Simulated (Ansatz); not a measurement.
`NB(O)[SiH](F)F`, relaxed with RKS PBE0-D4/def2-TZVP in the Gaussian-basis code of Ansatz from a PBE-D4/def2-SVP geometry. The force threshold is 0.005 eV/Å; the program also tests the step.

Charge 0, multiplicity 1.

Start:

```xyz
10

N    -0.012   -0.264   -1.549
B    -0.363    0.302   -0.302
O    -1.333    1.260   -0.127
Si    0.614   -0.343    1.354
F    -0.416   -1.055    2.411
F     1.301    0.906    2.163
H     0.713   -0.976   -1.644
H    -0.445   -0.020   -2.444
H    -1.774    1.532   -0.954
H     1.714   -1.343    1.092
```

```json
{"step": "1", "energy (eV)": "-17587.1388", "largest force (eV/Å)": "1.189", "largest move (Å)": "0.000"}
{"step": "2", "energy (eV)": "-17587.2013", "largest force (eV/Å)": "0.861", "largest move (Å)": "0.023"}
{"step": "3", "energy (eV)": "-17587.2251", "largest force (eV/Å)": "0.074", "largest move (Å)": "0.023"}
{"step": "4", "energy (eV)": "-17587.2255", "largest force (eV/Å)": "0.033", "largest move (Å)": "0.013"}
{"step": "5", "energy (eV)": "-17587.2256", "largest force (eV/Å)": "0.023", "largest move (Å)": "0.004"}
{"step": "6", "energy (eV)": "-17587.2257", "largest force (eV/Å)": "0.015", "largest move (Å)": "0.003"}
{"step": "7", "energy (eV)": "-17587.2257", "largest force (eV/Å)": "0.002", "largest move (Å)": "0.008"}
{"step": "8", "energy (eV)": "-17587.2257", "largest force (eV/Å)": "0.010", "largest move (Å)": "0.011"}
{"step": "9", "energy (eV)": "-17587.2257", "largest force (eV/Å)": "0.011", "largest move (Å)": "0.009"}
{"step": "10", "energy (eV)": "-17587.2258", "largest force (eV/Å)": "0.005", "largest move (Å)": "0.012"}
```

End:

```xyz
10

N     0.001   -0.249   -1.542
B    -0.365    0.290   -0.300
O    -1.347    1.225   -0.137
Si    0.609   -0.345    1.358
F    -0.401   -0.996    2.408
F     1.323    0.869    2.109
H     0.728   -0.937   -1.638
H    -0.424    0.001   -2.421
H    -1.789    1.504   -0.944
H     1.666   -1.362    1.106
```

Hardware: 4 threads of an Intel Xeon 6975P-C on a shared host. Wall time 24 s, peak host memory 0.56 GiB.
